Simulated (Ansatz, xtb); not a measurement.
# C6H7F: which of two isomers lies lower

We compare a, `C#C[C@H]1C[C@@H](F)C1`, a singlet, with b, `C#C[C@H]1C[C@H](F)C1`, a singlet. Both are isolated molecules in the gas phase, relaxed with B3LYP-D3(BJ)/def2-SVP.

Energies in hartree; the thermal terms are from GFN2-xTB frequencies at re-optimised GFN2-xTB minima (ideal gas, soft modes damped towards free rotors, one conformer each, 298.15 K, 1 atm) and include the zero-point energy:

|  | a | b |
| --- | --- | --- |
| E, CCSD(T)/def2-SVP | −331.444209 | −331.443094 |
| E, MP2/def2-SVP | −331.355457 | −331.354341 |
| E, MP2/def2-TZVPP | −331.969277 | −331.968498 |
| zero-point energy | 0.110080 | 0.110028 |
| H(298 K) − E | 0.117894 | 0.117893 |
| G(298 K) − E | 0.079051 | 0.078967 |

Question: Correct the CCSD(T) difference for the basis set by the MP2 change, then work out ΔE, ΔE₀, ΔH and ΔG for a → b in kJ/mol (1 Eh = 2625.50 kJ/mol) and the equilibrium ratio [b]/[a].

Answer: 1. Differences b − a: CCSD(T) +0.001115, MP2 in the small set +0.001116, MP2 in the large set +0.000779 Eh.
2. ΔE = +0.001115 + (+0.000779 − (+0.001116)) = +0.000778 Eh = +2.04 kJ/mol.
3. ΔE₀ = ΔE + ΔZPE = +0.000778 + (−0.000052) Eh = +1.91 kJ/mol.
4. ΔH = ΔE + (−0.000001) Eh = +2.04 kJ/mol.
5. ΔG = ΔE + (−0.000084) Eh = +1.82 kJ/mol, so ΔS = (ΔH − ΔG)/T = +0.7 J/(mol K).
6. kT = 0.9442 mEh, so K = [b]/[a] = exp(−ΔG/kT) = exp(−0.74) ≈ 0.48.

The two are too close for this level to say which is favoured. An error of 4 kJ/mol in ΔG would change K by a factor of 5. Mirror images and further conformers aren't counted.

As drawn, both hold the same kinds of bond in the same numbers.

Other levels gave ΔE = +0.1 (GFN2-xTB); +2.3 (HF/STO-3G, GFN2-xTB geometries); +2.7 (r2SCAN-D4/def2-SVP, GFN2-xTB geometries); +2.5 (B3LYP-D3(BJ)/def2-SVP); +3.0 (HF/def2-SVP); +2.9 (MP2/def2-SVP); +2.9 (CCSD(T)/def2-SVP) kJ/mol. The correlated steps freeze 7 core orbitals. Programs: Ansatz 0.2.0, xtb 6.7.1.
